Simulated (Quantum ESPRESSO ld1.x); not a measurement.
Task: Radial electron density D(r) = 4 pi r^2 rho(r) of an atom or ion with 40 electrons. Method: scalar-relativistic Kohn-Sham, LDA (Slater exchange, VWN5 correlation), spin-polarised, spherical densities, point nucleus; computed with ld1.x of Quantum ESPRESSO 7.5.

r (bohr)  D(r) (e/bohr)   spin D(r)
0.00162           1.814  -0.0000509
0.001856          2.307  -0.0000647
0.002126          2.925  -0.0000820
0.002455          3.747   -0.000105
0.002813          4.717   -0.000132
0.003248          5.990   -0.000168
0.003722          7.470   -0.000209
0.004264          9.262   -0.000258
0.004924          11.55   -0.000322
0.005642          14.12   -0.000393
0.006464          17.11   -0.000476
0.007465          20.75   -0.000577
0.008552          24.61   -0.000685
0.009798          28.82   -0.000803
0.01132           33.53   -0.000938
0.01296           38.03    -0.00107
0.01497           42.58    -0.00122
0.01715           46.36    -0.00136
0.01965           49.31    -0.00151
0.0227            51.21    -0.00168
0.026             51.66    -0.00187
0.02979           50.81    -0.00211
0.0344            48.77    -0.00242
0.03942           46.38    -0.00276
0.04516           44.36    -0.00302
0.05215           43.63    -0.00287
0.05975           45.01    -0.00169
0.06901           48.83     0.00195
0.07906           54.04     0.00949
0.09058           59.36      0.0236
0.1046            63.09      0.0489
0.1198            63.13      0.0856
0.1373            59.25       0.136
0.1586            52.01       0.204
0.1817            44.77       0.276
0.2098            39.82       0.348
0.2404            39.41       0.396
0.2754            42.51       0.408
0.318             46.61       0.368
0.3644            47.73       0.280
0.4175            44.14       0.161
0.4821            35.73      0.0423
0.5524            26.06    -0.00896
0.6328            17.75      0.0511
0.7308            12.41       0.275
0.8373            10.58       0.637
0.967             10.43        1.13
1.108             10.35        1.59
1.269             9.439        1.95
1.466             7.615        2.12
1.679             5.603        2.08
1.924             3.803        1.85
2.222             2.376        1.49
2.546             1.472        1.12
2.917            0.8856       0.767
3.368            0.4926       0.462
3.859            0.2622       0.255
4.457            0.1194       0.118
5.106           0.04926      0.0491
5.85            0.01719      0.0172
6.756          0.004569     0.00457
7.74           0.001042     0.00104

What is the nuclear charge?

Result: Z = 41. The innermost maximum, from 1s, lies near gamma/Z bohr with gamma = sqrt(1 - (Z/c)^2) = 0.954, here 0.0233 bohr (found: 0.0254), and its height grows with Z. The density is that of the niobium ion Nb+ in [Kr] 4d4; the configuration itself is not fixed sharply by these data, and Z only to a few units. D(r) has 4 maxima, at r = 0.0254, 0.112, 0.353, 1.02 bohr, and minima at 0.0513, 0.227, 0.907 bohr, inside which lie 2.04, 11.09, 29.46 electrons.
